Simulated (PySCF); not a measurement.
C5H5Cl, SMILES C=C=C/C=C/Cl.

The structure is a stationary point at PBE0-D3(BJ)/def2-SVP. The structure was generated by enumeration; whether it is a known compound was not checked. One conformer was computed; it need not be the lowest.

Two levels are set side by side: PBE/def2-TZVP (PySCF) and CAM-B3LYP/def2-TZVP (PySCF). Same geometry, gas phase. Differences are taken from unrounded values.

```json
[
 {"quantity": "orbital gap (eV)", "PBE": "3.40"},
 {"quantity": "highest occupied level (eV)", "PBE": "-5.53"},
 {"quantity": "lowest empty level (eV)", "PBE": "-2.13"},
 {"quantity": "dipole moment (D)", "PBE": "1.43"},
 {"quantity": "mean polarisability (bohr³)", "PBE": "81.3"}
]
```

Q: These are the PBE values. What does CAM-B3LYP give? (An estimate is asked for; the answer gives what the named calculation found.)

A: 
| quantity | CAM-B3LYP | PBE minus CAM-B3LYP |
|---|---|---|
| orbital gap (eV) | 7.62 | -4.22 |
| highest occupied level (eV) | -7.79 | 2.26 |
| lowest empty level (eV) | -0.17 | -1.96 |
| dipole moment (D) | 1.64 | -0.20 |
| mean polarisability (bohr³) | 77.9 | 3.5 |

Without exact exchange PBE keeps part of each electron's self-repulsion, which lifts occupied levels and narrows the gap. PBE's more diffuse valence density responds more strongly to a field. Differences between two approximate levels are no errors against the true value.

Rough cost on one machine, each run with all the roots and properties that it gave: CAM-B3LYP against PBE within a factor of 2.
